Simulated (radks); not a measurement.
Cu I, configuration [Ar] 3d10 4s1.

Calculated with a radial shooting solver on a logarithmic mesh with Libxc functionals: Dirac Kohn-Sham, RPBE, spin-unpolarised, spherical densities, finite nucleus; Fermi nuclear charge, rms radius 3.8823 fm.

Energy parts (eV):
part                       energy
total                  -45037.644
kinetic                 45818.043
electron-nucleus      -108554.390
Hartree                 19543.733
exchange-correlation    -1845.031

Orbitals (lengths in bohr, moments of r in powers of bohr; r(max) is where P^2 peaks):
orbital  occ.  eigenvalue (eV)   r(max)   <1/r>  small-component weight
1s1/2       2        -8849.787  0.03410   29.16                1.09e-02
2s1/2       2        -1062.242   0.1966   6.361                2.07e-03
2p1/2       2        -930.2454   0.1564   6.313                2.06e-03
2p3/2       4        -909.7529   0.1591   6.173                2.02e-03
3s1/2       2        -114.7231   0.6135   2.002                4.55e-04
3p1/2       2         -73.8331   0.6145   1.866                4.07e-04
3p3/2       4         -71.2578   0.6225   1.832                3.98e-04
3d3/2       4          -5.1164   0.6017   1.376                2.48e-04
3d5/2       6          -4.8465   0.6048   1.364                2.45e-04
4s1/2       1          -4.4970    2.278  0.4411                2.92e-05

The highest occupied level is 4s1/2 at -4.497 eV. The density falls to 0.001 e/bohr^3 at r = 4.10 bohr.
